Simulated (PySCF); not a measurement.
Input and output of a TDDFT job on `O=Cn1nc(F)cc1CO`.

Level of theory: TDDFT B3LYP/def2-SVPD, vertical, gas phase, core orbitals frozen in the response in PySCF 2.14.0, density-fitted response routines.

Input of the driver that calls PySCF (job settings, then Cartesian coordinates in Å):

```
{"job": {"kind": "uv", "xc": "B3LYP", "basis": "def2-SVPD", "dynamic": true, "nstates": 6, "ntriplets": 0}, "charge": 0, "multiplicity": 1}
O     -1.6793     1.1765     1.4307
C     -0.5691     1.5374     1.1349
N      0.2941     0.8237     0.3195
N      1.5398     1.3229     0.1255
C      2.1054     0.4522    -0.6552
F      3.3409     0.6144    -1.0580
C      1.2621    -0.6423    -0.9942
C      0.0848    -0.3739    -0.3458
C     -1.2117    -1.1293    -0.3247
O     -1.6183    -1.5255     0.9439
H     -0.0972     2.4825     1.4720
H      1.4969    -1.4967    -1.6234
H     -1.0623    -2.0330    -0.9340
H     -1.9802    -0.5209    -0.8429
H     -1.9190    -0.7186     1.3908
```

The self-consistent field part of the output:

```
coarse grid: 13912 points
cycle   1  E = -552.6011297299  dE =  2.040e+00  |g| = 1.095e+00  |ddm| = 7.249e+00
cycle   2  E = -551.7440083738  dE =  8.571e-01  |g| = 2.342e+00  |ddm| = 3.964e+00
cycle   3  E = -552.8169166303  dE = -1.073e+00  |g| = 2.872e-01  |ddm| = 2.893e+00
cycle   4  E = -552.8295549682  dE = -1.264e-02  |g| = 1.560e-01  |ddm| = 5.757e-01
cycle   5  E = -552.8338475389  dE = -4.293e-03  |g| = 4.101e-02  |ddm| = 2.258e-01
cycle   6  E = -552.8341877141  dE = -3.402e-04  |g| = 1.472e-02  |ddm| = 9.481e-02
cycle   7  E = -552.8342357435  dE = -4.803e-05  |g| = 4.498e-03  |ddm| = 3.326e-02
cycle   8  E = -552.8342396278  dE = -3.884e-06  |g| = 1.014e-03  |ddm| = 7.270e-03
final grid: 138904 points
cycle   9  E = -552.9305535251  dE = -5.045e-05  |g| = 6.662e-03  |ddm| = 1.675e-01
cycle  10  E = -552.9305286675  dE =  2.486e-05  |g| = 1.302e-02  |ddm| = 2.764e-02
cycle  11  E = -552.9305623353  dE = -3.367e-05  |g| = 1.755e-03  |ddm| = 1.682e-02
cycle  12  E = -552.9305629799  dE = -6.446e-07  |g| = 3.530e-04  |ddm| = 2.593e-03
cycle  13  E = -552.9305630008  dE = -2.091e-08  |g| = 1.442e-04  |ddm| = 6.797e-04
cycle  14  E = -552.9305630047  dE = -3.846e-09  |g| = 3.455e-05  |ddm| = 2.284e-04
cycle  15  E = -552.9305630049  dE = -2.090e-10  |g| = 1.457e-05  |ddm| = 6.897e-05
converged SCF energy = -552.9305630049
```

Question: What follows in the output?

Answer: 
```
Static polarisability (au): isotropic 81.111, principal 51.893 84.517 106.922

Singlet excitations
state   eV       nm        f      main configurations
  1   4.8121    257.7   0.00337   H-1->L 0.61, H-3->L 0.22, H->L 0.15
  2   4.9882    248.6   0.02285   H->L 0.80, H-3->L 0.11
  3   5.0968    243.3   0.00335   H-3->L 0.62, H-1->L 0.33
  4   5.5359    224.0   0.27413   H-2->L 0.94
  5   5.9101    209.8   0.00339   H-4->L 0.97
  6   6.8109    182.0   0.01886   H-5->L 0.95
```

The SCF starts on a coarse grid; the energy jumps when the final grid takes over, and dE counts afresh there. The run used 249 basis functions and 15 SCF iterations for the ground state.

Question: What transition dipole does the oscillator strength of state 4, the strongest, imply?

Answer: From f = (2/3)·ΔE·|μ|² in atomic units, ΔE = 0.2034 Eh and f = 0.2741 give |μ| = 1.42 au (3.61 D).

Geometry: PBE0-D3(BJ)/def2-SVP, one conformer, isolated molecule.
